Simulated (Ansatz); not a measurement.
Cost and result for the atomization energy of C4H3F7, SMILES `FC(F)C(F)C(F)(F)C(F)F` (14 atoms, 13 bonds).

```xyz
14

F     2.582    0.932    0.792
C     1.363    0.383    0.937
F     1.504   -0.966    0.880
C     0.477    0.850   -0.206
F     0.336    2.202   -0.072
C    -0.923    0.231   -0.201
F    -1.478    0.369    1.028
F    -1.679    0.915   -1.075
C    -0.981   -1.260   -0.569
F    -2.265   -1.606   -0.749
F    -0.318   -1.450   -1.729
H     0.963    0.659    1.917
H     0.966    0.630   -1.160
H    -0.543   -1.891    0.207
```

Total charge 0; spin multiplicity 1. Geometry: relaxed with PBE0-D4/def2-TZVP. It is one conformer, not always the lowest. Program: Ansatz. All runs use 4 threads of an AMD EPYC 7R13 on a shared host and a share of an NVIDIA H100 80 GB. Times are those of one run each, without the atoms' runs, and a repeat can differ threefold. Electronic energies, without spin–orbit coupling; frozen cores. CCSD(T)/CBS adds CCSD(T) − MP2 in def2-TZVPP to the MP2 limit, and its time is that of the two runs behind it. T1 = 0.012. HSE06 is the plane-wave form, built on full-range PBE exchange.

CCSD(T)/CBS is a level of theory with its own doubt, some kJ/mol a heavy atom from the limit and from the frozen cores, so smaller differences don't rank the functionals.

```json
{"level": "PBE0-D4/def2-TZVPP", "functions": "383", "wall time": "4.4 s"}
{"level": "PBE-D4/def2-TZVPP (with forces)", "functions": "383", "wall time": "4.9 s"}
{"level": "BLYP-D4/def2-TZVPP", "functions": "383", "wall time": "5 s"}
{"level": "revPBE-D4/def2-TZVPP", "functions": "383", "wall time": "5.5 s"}
{"level": "HSE06-D4/def2-TZVPP", "functions": "383", "wall time": "5.5 s"}
{"level": "r2SCAN-D4/def2-TZVPP (with forces)", "functions": "383", "wall time": "6 s"}
{"level": "r2SCANh-D4/def2-TZVPP", "functions": "383", "wall time": "6 s"}
{"level": "PBE-QIDH/def2-TZVPP", "functions": "383", "wall time": "6.5 s"}
{"level": "B2PLYP/def2-TZVPP", "functions": "383", "wall time": "7 s"}
{"level": "CCSD(T)/def2-SVP", "functions": "169", "wall time": "9 s"}
{"level": "MP2/def2-QZVPP", "functions": "717", "wall time": "10 s"}
{"level": "CCSD(T)/def2-TZVPP", "functions": "383", "wall time": "51 s"}
{"level": "CCSD(T)/CBS(def2)", "functions": "–", "wall time": "61 s"}
```

(1) What atomization energy does each give, and how far from CCSD(T)/CBS? (An estimate is asked.)

Results:

(1) Computed: 
```
                             level  atomization (kcal/mol)  difference from CCSD(T)/CBS  per bond
                PBE0-D4/def2-TZVPP                  1384.1                         12.6       1.0
   PBE-D4/def2-TZVPP (with forces)                  1438.0                         66.5       5.1
                BLYP-D4/def2-TZVPP                  1378.4                          6.9       0.5
              revPBE-D4/def2-TZVPP                  1380.8                          9.3       0.7
               HSE06-D4/def2-TZVPP                  1385.7                         14.2       1.1
r2SCAN-D4/def2-TZVPP (with forces)                  1384.0                         12.5       1.0
             r2SCANh-D4/def2-TZVPP                  1366.0                         -5.5      -0.4
               PBE-QIDH/def2-TZVPP                  1366.0                         -5.5      -0.4
                 B2PLYP/def2-TZVPP                  1354.5                        -17.0      -1.3
                  CCSD(T)/def2-SVP                  1308.9                        -62.6      -4.8
                    MP2/def2-QZVPP                  1415.6                         44.1       3.4
                CCSD(T)/def2-TZVPP                  1333.3                        -38.2      -2.9
                 CCSD(T)/CBS(def2)                  1371.5                          0.0       0.0
```

From r2SCAN to r2SCAN0 (25 % exact exchange), in def2-TZVPP and without D4, the atomization energy moves by −44.0 kcal/mol: exact exchange takes away binding that semilocal exchange gives to molecules. In def2-TZVPP, CCSD(T) changes the Hartree–Fock value by +393.8 kcal/mol (the triples alone add +29.7 kcal/mol) and MP2 by +453.7 kcal/mol; breaking electron pairs costs correlation energy, which Hartree–Fock lacks. The D4 term adds +11.9 kcal/mol with B3LYP and +6.3 kcal/mol with PBE0; it sums over pairs of atoms, weighted by their polarisabilities, and B3LYP, whose exchange is more repulsive, gets the larger term.

B3LYP here is the variant with VWN-RPA as its local correlation; programs differ in this.
